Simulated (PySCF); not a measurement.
C₈H₂₀AlN.
SMILES with atom numbers: `[CH3:1][CH:2]([CH3:3])[Al@@H-:4]1[CH2:5][CH2:6][CH2:7][N+:8]1([CH3:9])[CH3:10]`

Geometry (PBE0-D3(BJ)/def2-SVP, Å), atoms numbered from 1 in this order:
```
atom  x, y, z in Å
C1     3.168   -0.709   -0.535
C2     1.901    0.126   -0.745
C3     2.234    1.617   -0.728
Al4    0.545   -0.410    0.619
C5    -0.376   -2.188    0.526
C6    -1.844   -1.906    0.172
C7    -2.247   -0.506    0.620
N8    -1.281    0.507    0.133
C9    -1.474    1.788    0.814
C10   -1.388    0.686   -1.317
H11    3.954   -0.468   -1.277
H12    3.612   -0.531    0.460
H13    2.971   -1.792   -0.612
H14    1.502   -0.130   -1.747
H15    1.364    2.253   -0.972
H16    3.029    1.879   -1.451
H17    2.589    1.939    0.267
H18    0.789    0.186    2.101
H19    0.067   -2.903   -0.186
H20   -0.314   -2.672    1.516
H21   -2.009   -2.002   -0.915
H22   -2.550   -2.620    0.632
H23   -2.225   -0.455    1.720
H24   -3.269   -0.229    0.294
H25   -1.359    1.649    1.897
H26   -0.711    2.504    0.479
H27   -2.475    2.204    0.600
H28   -2.404    1.018   -1.597
H29   -0.660    1.437   -1.650
H30   -1.167   -0.255   -1.836
```

NICS = −σ at a ghost point: NICS(0) at the centroid of the ring atoms, NICS(1) 1 Å to either side along the normal of their mean plane, zz for the tensor component along that normal. Level: GIAO B97-2/pcSseg-1 (PySCF, non-relativistic, gas phase) on the PBE0-D3(BJ)/def2-SVP geometry, one conformer.

Ring bond lengths (Å): Al4–C5 2.005, C5–C6 1.537, C6–C7 1.524, C7–N8 1.482, N8–Al4 2.100.

Problem. Give the NICS values of each ring in ppm.

Solution. 
```
           ring                                                    type  NICS(0)  NICS(1), two faces  NICS(1)zz, two faces  rms pucker (Å)  centre to ring atoms, mean (Å)
Al4–C5–C6–C7–N8  5-membered ring with Al and N; formal bonds all single     -4.5         -2.9 / -3.3           -0.8 / -0.5            0.20                            1.44
```

Problem. What do they say, and how far can they be read as aromaticity?

Solution. 
- Al4–C5–C6–C7–N8: mean NICS(1)zz -0.6 ppm, near zero. Al4, C5, C6, C7, N8 have four or more neighbours; no verdict on aromaticity is drawn.

Problem. What field does 14.1 T along the ring normal induce along that normal at the first NICS(1) probe listed for ring Al4–C5–C6–C7–N8, 1 Å off the ring?

Solution. NICSzz × B0 = -0.8 ppm × 14.1 T = -11 μT, against the applied field.

Problem. What are the shieldings of the ring atoms and their hydrogens in the same run (means over atoms taken as equivalent)?

Solution. 
| atoms | environment | σ isotropic (ppm) | principal values of the symmetric part, first atom (ppm) |
| --- | --- | --- | --- |
| Al4 | aluminium bonded to 2 C, N and H | 395.7 | 373.3, 393.3, 420.4 |
| C5 | ring CH2 carbon | 182.4 | 167.0, 179.0, 201.3 |
| C6 | ring CH2 carbon | 158.0 | 138.8, 162.5, 172.6 |
| C7 | sp3 carbon bound to nitrogen | 119.6 | 86.9, 116.9, 154.9 |
| N8 | nitrogen bonded to Al and 3 C | 213.4 | 191.9, 212.4, 235.8 |
| H18 | Al–H hydrogen | 27.68 | 24.9, 26.3, 31.8 |
| H19 | methylene hydrogen | 31.36 | 27.1, 28.7, 38.2 |
| H20 | methylene hydrogen | 31.23 | 26.5, 28.7, 38.5 |
| H21 | methylene hydrogen | 29.86 | 25.8, 28.6, 35.2 |
| H22 | methylene hydrogen | 29.51 | 23.7, 27.6, 37.3 |
| H23 | methylene hydrogen | 28.92 | 24.5, 28.1, 34.2 |
| H24 | methylene hydrogen | 29.38 | 24.7, 28.5, 34.9 |

Problem. How do the values depend on the level or the medium?

Solution. 
```tsv
level	NICS(0), Al4–C5–C6–C7–N8	mean NICS(1)zz, Al4–C5–C6–C7–N8
B97-2/pcSseg-1, gas	-4.5	-0.6
PBE0/pcSseg-1, gas	-4.7	-0.7
```

The geometry is the same throughout.

On an Arm Neoverse N1 with one thread, shared host, this took 2.3 min. This is the whole shielding run at B97-2/pcSseg-1, SCF included.
